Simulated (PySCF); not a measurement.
Job file and geometry (Å, from GFN2-xTB) of an NMR shielding run on SMILES BN(B)BN, B$_{3}$H$_{7}$N$_{2}$, GIAO PBE0/pcSseg-1 NMR shielding, non-relativistic, gas phase in PySCF 2.14.0, density-fitted response routines; density fitting, a coarse starting grid and PySCF grid level 2 are the driver's defaults:

```
$ OMP_NUM_THREADS=1 python probes_run.py task.json out

{"job": {"kind": "nmr", "xc": "PBE0", "basis": "pcSseg-1"}, "charge": 0, "multiplicity": 1}
B     -1.009522    -1.096621     0.490539
N     -0.484723     0.111004    -0.037089
B     -1.335336     1.205093    -0.351341
B      0.957041     0.256167    -0.290920
N      1.877186    -0.324014     0.562141
H     -0.301999    -2.014354     0.682061
H     -2.155634    -1.190664     0.710834
H     -0.886757     2.165312    -0.852116
H     -2.475595     1.147095    -0.093388
H      1.338181     0.884243    -1.202720
H      1.605344    -0.878530     1.357147
H      2.873012    -0.265416     0.440120
```

**Question.** What does the program print?

**Answer.** 
```
coarse grid: 9728 points
cycle   1  E = -188.0435268180  dE =  3.566e-01  |g| = 4.097e-01  |ddm| = 2.803e+00
cycle   2  E = -188.0274870964  dE =  1.604e-02  |g| = 5.130e-01  |ddm| = 6.461e-01
cycle   3  E = -188.0834458755  dE = -5.596e-02  |g| = 5.927e-02  |ddm| = 3.653e-01
cycle   4  E = -188.0841971254  dE = -7.512e-04  |g| = 1.886e-02  |ddm| = 4.894e-02
cycle   5  E = -188.0842571193  dE = -5.999e-05  |g| = 8.289e-03  |ddm| = 1.414e-02
cycle   6  E = -188.0842720244  dE = -1.491e-05  |g| = 1.363e-03  |ddm| = 6.147e-03
cycle   7  E = -188.0842725217  dE = -4.973e-07  |g| = 2.581e-04  |ddm| = 1.542e-03
final grid: 93216 points
cycle   8  E = -188.1054278768  dE = -3.598e-05  |g| = 8.034e-03  |ddm| = 2.232e-02
cycle   9  E = -188.1054176573  dE =  1.022e-05  |g| = 1.087e-02  |ddm| = 1.389e-02
cycle  10  E = -188.1054426900  dE = -2.503e-05  |g| = 8.800e-04  |ddm| = 7.067e-03
cycle  11  E = -188.1054428811  dE = -1.910e-07  |g| = 1.852e-04  |ddm| = 7.079e-04
cycle  12  E = -188.1054428856  dE = -4.585e-09  |g| = 9.855e-05  |ddm| = 1.459e-04
cycle  13  E = -188.1054428878  dE = -2.206e-09  |g| = 1.206e-05  |ddm| = 8.331e-05
cycle  14  E = -188.1054428879  dE = -3.831e-11  |g| = 2.508e-06  |ddm| = 1.078e-05
converged SCF energy = -188.1054428879

GIAO shielding tensors (ppm)
atom      isotropic    diamagn.    paramagn.     s11        s22        s33       span
  0 B       45.305     197.107    -151.802     -3.342     27.630    111.625    114.967
  1 N       41.244     323.751    -282.507   -109.293    -43.563    276.588    385.881
  2 B       42.740     195.348    -152.608     -7.178     25.223    110.175    117.353
  3 B       66.913     196.225    -129.312     31.416     62.909    106.415     74.999
  4 N      163.429     317.977    -154.548     77.689    200.745    211.853    134.164
  5 H       25.724      31.932      -6.208     22.038     26.042     29.093      7.055
  6 H       25.935      31.086      -5.152     24.368     26.401     27.035      2.666
  7 H       25.797      30.522      -4.725     22.900     26.488     28.002      5.102
  8 H       25.761      30.508      -4.747     23.612     26.576     27.093      3.481
  9 H       26.691      31.066      -4.375     25.104     26.364     28.605      3.501
 10 H       27.900      32.308      -4.408     23.079     25.897     34.724     11.645
 11 H       27.683      29.551      -1.868     23.326     24.885     34.839     11.513
```

Size and cost of the density-fitted run: 120 basis functions, 25 s wall time on 1 thread of an Intel Xeon, shared host; peak memory 0.52 GiB.
